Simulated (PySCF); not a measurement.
**Worked example: oscillator strength and radiative lifetime**

Si(I)(NH2) (H2INSi), SMILES N[Si]I (connectivity only; charge and spin as stated), neutral, multiplicity 1.

Geometry: B3LYP-D3(BJ)/def2-TZVP. The def2 effective core potentials stand for the cores of I; spin–orbit coupling is left out. The values are those of a single conformer.

TDDFT-B3LYP/def2-SVPD (PySCF) puts the first singlet state with f over 0.02 at 5.21 eV (vertical), with the transition dipole (-0.310, -0.871, 0.000) in atomic units.

Question: Find the oscillator strength, the wavelength and the radiative lifetime that this transition would have in vacuum if emission retraced absorption.

Answer: 
|μ|² = 0.8547 au, so |μ| = 2.35 D. ΔE = 5.21/27.211 = 0.1915 hartree. f = (2/3) ΔE |μ|² = 0.109 (the program prints 0.109).
λ = 1239.84/5.21 = 238 nm; ν = 42021 cm⁻¹.
Einstein's coefficient A = 0.6670 ν² f s⁻¹ (ν in cm⁻¹) = 1.3e8 s⁻¹, so τ = 1/A = 7.8 ns. This state is S4; the lower singlets have f = 0.009, 0.010, 0.013. The figure is the radiative limit of this one transition; relaxation, internal conversion, crossing to triplets and a medium change what is measured.
